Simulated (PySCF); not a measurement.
From one molecule to another.

First species: C6H5F2N.
Atom-mapped SMILES: `[CH2:1]=[CH:2][CH2:3]/[C:4]([F:5])=[C:6](/[F:7])[C:8]#[N:9]` (hydrogens: H10, H11 on C1; H12 on C2; H13, H14 on C3)

Geometry (GFN2-xTB, Å), atoms numbered from 1 in this order:
```
atom  x, y, z in Å
C1    -1.7768   -1.1755    0.4239
C2    -1.0785   -0.2218    1.0068
C3     0.4251   -0.1225    0.9262
C4     0.7885    1.0652    0.0984
F5     0.7123    2.2417    0.7319
C6     1.1178    1.0281   -1.2010
F7     1.3955    2.1477   -1.8976
C8     1.1969   -0.1848   -1.9233
N9     1.2589   -1.1642   -2.5143
H10   -2.8501   -1.2121    0.4950
H11   -1.3043   -1.9630   -0.1398
H12   -1.5621    0.5698    1.5622
H13    0.8401   -1.0261    0.4800
H14    0.8361    0.0171    1.9295
```

Second species: C3H6OSi.
Atom-mapped SMILES: `[CH2:1]=[C:2]([SiH3:3])[CH:4]=[O:5]` (hydrogens: H6, H7 on C1; H8, H9, H10 on Si3; H11 on C4)

Levels: CAM-B3LYP/def2-SVPD for dipole moment, HOMO energy, LUMO energy, HOMO–LUMO gap, static isotropic polarisability and electronic spatial extent ⟨r²⟩ about the centre of nuclear charge; TDDFT CAM-B3LYP/def2-SVPD for lowest singlet excitation; TDA CAM-B3LYP/def2-SVPD for lowest triplet excitation (Tamm–Dancoff); GFN2-xTB for rotational constant A and rotational constant C. Geometries: GFN2-xTB. Each species is one conformer at its optimised geometry, gas phase, non-relativistic unless stated; the electronic structure was computed with PySCF and density fitting.

Dipoles, sizes and rotational constants follow the conformer. The torsions of the flexible species, by atom-mapped SMILES:
- `[CH2:1]=[CH:2][CH2:3]/[C:4]([F:5])=[C:6](/[F:7])[C:8]#[N:9]`: C1–C2–C3–C4 111°, C2–C3–C4–F5 79°
- `[CH2:1]=[C:2]([SiH3:3])[CH:4]=[O:5]`: C1–C2–C4–O5 180°

Values for the first species:

* Dipole moment: 3.19 D
* HOMO energy: -9.25 eV
* LUMO energy: -0.55 eV
* HOMO–LUMO gap: 8.70 eV
* Lowest singlet excitation: 5.65 eV
* Lowest triplet excitation (Tamm–Dancoff): 3.61 eV
* Static isotropic polarisability: 76.6 au
* Electronic spatial extent ⟨r²⟩ about the centre of nuclear charge: 1239 bohr²
* Rotational constant A: 1.934 GHz
* Rotational constant C: 0.898 GHz

Task: Estimate the same properties for the second species, and the change in each.

Result: 
```json
{"property": "dipole moment", "first": "3.19 D", "second": "3.16 D", "second less first": "-0.03 D"}
{"property": "HOMO energy", "first": "-9.25 eV", "second": "-9.21 eV", "second less first": "+0.04 eV"}
{"property": "LUMO energy", "first": "-0.55 eV", "second": "-0.94 eV", "second less first": "-0.39 eV"}
{"property": "HOMO–LUMO gap", "first": "8.70 eV", "second": "8.27 eV", "second less first": "-0.43 eV"}
{"property": "lowest singlet excitation", "first": "5.65 eV", "second": "3.83 eV", "second less first": "-1.82 eV"}
{"property": "lowest triplet excitation (Tamm–Dancoff)", "first": "3.61 eV", "second": "3.31 eV", "second less first": "-0.30 eV"}
{"property": "static isotropic polarisability", "first": "76.6 au", "second": "66.9 au", "second less first": "-9.7 au"}
{"property": "electronic spatial extent ⟨r²⟩ about the centre of nuclear charge", "first": "1239 bohr²", "second": "570 bohr²", "second less first": "-669 bohr²"}
{"property": "rotational constant A", "first": "1.934 GHz", "second": "4.796 GHz", "second less first": "+2.862 GHz"}
{"property": "rotational constant C", "first": "0.898 GHz", "second": "2.195 GHz", "second less first": "+1.297 GHz"}
```

On the first: The polarisability is 11.35 Å³ as a volume (1 au = 0.148185 Å³), or 1.16 au for each of the 66 electrons. No computed singlet falls in the visible range (750 to 380 nm, 1.65 to 3.26 eV); S1 lies 2.39 eV above its blue end.

On the second: The principal polarisabilities are 48.7, 68.6 and 83.3 au; their mean is the isotropic value. The polarisability is 9.91 Å³ as a volume (1 au = 0.148185 Å³), or 1.45 au for each of the 46 electrons.
